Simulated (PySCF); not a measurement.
# [La(H2O)]3+ at several levels of theory

Computed with PySCF 2.14.0 (density fitting, no spin-orbit coupling) at the geometry relaxed with PBE0:

```xyz
4
[La(H2O)]3+ (singlet)
La    0.0000    0.0000   -0.1499
O     0.0000    0.0000    2.1853
H     0.7765    0.0000    2.8095
H    -0.7765    0.0000    2.8095
```

| level | basis | state | HOMO (eV) | gap (eV) | charge on La1 (e) | population of f-type functions on La1 (core shells left out) | dipole about the centre of mass (D) | largest force component (eV/Å) |
| --- | --- | --- | --- | --- | --- | --- | --- | --- |
| PBE0 | La def2-SVP with ECP46, O def2-SVP, H def2-SVP | singlet | -27.11 | 7.30 | 2.58 | 0.05 | 2.38 | 0.00 |
| BP86 | the same | singlet | -25.56 | 4.82 | 2.54 | 0.05 | 2.70 | 0.55 |
| revPBE | the same | singlet | -25.40 | 4.66 | 2.54 | 0.05 | 2.70 | 0.38 |

Charges are Mulliken's, which hang on the basis. The relaxation used the grid (50, 194), these runs (75, 302) or, all-electron (x2c bases, spin-free X2C Hamiltonian), (99, 590).

Task: What does PBE0 with La def2-TZVP with ECP46, O def2-TZVP, H def2-TZVP give here?

Result: state singlet, HOMO (eV) -27.12, gap (eV) 7.29, charge on La1 (e) 2.64, population of f-type functions on La1 (core shells left out) 0.04, dipole about the centre of mass (D) 2.40, largest force component (eV/Å) 0.25. Time: 3.4 s on 2 threads of Intel(R) Xeon(R) Platinum 8488C (Sapphire Rapids) (shared host), from free ions and atoms.

In the first row's basis the gap widens with exact exchange: 4.7 to 4.8 eV for revPBE, BP86 (none); 7.3 eV for PBE0 (a fixed share).
